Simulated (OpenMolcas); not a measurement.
Levels of In⁺ by method

| Property | Result |
| --- | --- |
| Program | OpenMolcas |
| Basis | ANO-RCC-VTZP [7s6p4d2f1g] |
| Scalar Hamiltonian | DKH2, point nucleus |
| Active space | 2 electrons in 9 orbitals (RAS2 5s 5p; RAS3 5d, at most 2 electrons) |
| State averaging | 2S+1 = 3 even, 3 roots; 2S+1 = 1 even, 7 roots; 2S+1 = 3 odd, 3 roots; 2S+1 = 1 odd, 3 roots |
| Spin-orbit coupling | state interaction with AMFI integrals over the reference wave functions, term energies averaged over their components |

Methods on the same reference wave functions:
A. RASSCF
B. SS-RASPT2, IPEA 0.25 Eh, imaginary shift 0.1 Eh (closed shells correlated: 4d)
C. MS-RASPT2, IPEA 0.25 Eh, imaginary shift 0.1 Eh (closed shells correlated: 4d)
D. XMS-RASPT2, IPEA 0.25 Eh, imaginary shift 0.1 Eh (closed shells correlated: 4d)

Energies in eV above 5s2 1S0, the measured ground level; measured values from NIST Handbook of Basic Atomic Spectroscopic Data.

```tsv
Level	A	B	C	D	Measured
5s2 1S0	0.0000	0.0000	0.0000	0.0000	0.0000
5s 5p 3P* 0	4.5333	5.187	5.251	5.339	5.2416
5s 5p 3P* 1	4.6430	5.295	5.359	5.447	5.3748
5s 5p 3P* 2	4.8814	5.535	5.600	5.687	5.6821
5s 5p 1P* 1	7.6596	7.651	7.716	7.791	7.8157
```

Deviations, from unrounded energies. A percentage is the sum of absolute deviations over the sum of measured energies, with the sign that they share, or ± where signs differ.

```json
{"Against measurement": "mean absolute deviation (cm-1)", "Levels": "4", "A": "4800", "B": "900", "C": "420", "D": "400"}
{"Against measurement": "other configurations (%)", "Levels": "4", "A": "-9.9", "B": "-1.8", "C": "±0.9", "D": "±0.8"}
```

C, D lie about equally close to measurement and A furthest from it. The largest miss of D in the table is 5s 5p 3P* 0, by +790 cm-1. The ranking rests on the paired levels alone, and a cruder setting can come out closer through cancelling errors.

Among B to D the level of the table that moves most is 5s 5p 3P* 0, by 1200 cm-1 (lowest in B, highest in D). Moves below CASPT2's spread within the term are not significant.

The two smallest mean deviations differ by little beside CASPT2's spread within terms, so their order carries little weight.

The lowest spin-free term lies below A's lowest term by 0.421 hartree in B, 0.423 hartree in C, 0.427 hartree in D.

CASPT2 does not keep the components of a term degenerate, so their means are used; among the terms shown or strongly mixed into the levels shown the widest spread is 88 cm-1 (5s 5p 1P*, D). Active for correlation alone: 5d; no level in the range computed is led by a configuration that fills it, so any true level of that kind is missing. Without dynamic correlation excited terms often stand tens of per cent too high (terms of higher spin than the ground term too low), and those without a measured partner can miss by more than the paired ones (holds for A). Computed and measured levels are paired by configuration, term and J; levels that our copy of the source lacks, or whose pairing is in doubt (as where it misses far off the trend of its configuration), stay unpaired and out of the deviations. Levels of configurations outside the active space are missing. The table leaves out levels that lie high or whose names do not pair safely across all columns.

* marks odd parity.
